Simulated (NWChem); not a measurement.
C$_{4}$H$_{7}$F; SMILES C1(F)(C)CC1

```xyz
12

C      1.0575    -1.1842     0.0000
C     -0.0278    -0.1527     0.0000
F     -1.2674    -0.7321     0.0000
C      0.0770     1.1265    -0.7567
C      0.0770     1.1265     0.7567
H      0.9793    -1.8241    -0.8923
H      2.0481    -0.7087     0.0000
H      0.9793    -1.8241     0.8923
H     -0.8329     1.4719    -1.2538
H      1.0065     1.3489    -1.2883
H     -0.8329     1.4719     1.2538
H      1.0065     1.3489     1.2883
```
Atoms are numbered in this order, from 1.

All runs: NWChem. Pople sets run with spherical d functions. All runs use the structure optimised with PBE0/def2-SVP. GIAO values for the isolated, static molecule; σ is the absolute isotropic shielding, δ = σ(reference) − σ with the isolated reference molecule computed at the same levels (13C: tetramethylsilane, 19F: trichlorofluoromethane, 1H: tetramethylsilane).

For level B3LYP/6-311G**:

```yaml
"δ C1 (ppm)": 23.3
"δ C2 (ppm)": 74.5
"δ F3 (ppm)": -207.9
"δ C4 (ppm)": 14.1
"δ H9 (ppm)": 0.91
```

### Question
What are these values for level Hartree-Fock/6-31G*?

### Answer
- δ C1 (ppm) = 21.3
- δ C2 (ppm) = 59.8
- δ F3 (ppm) = -156.8
- δ C4 (ppm) = 9.3
- δ H9 (ppm) = 1.05
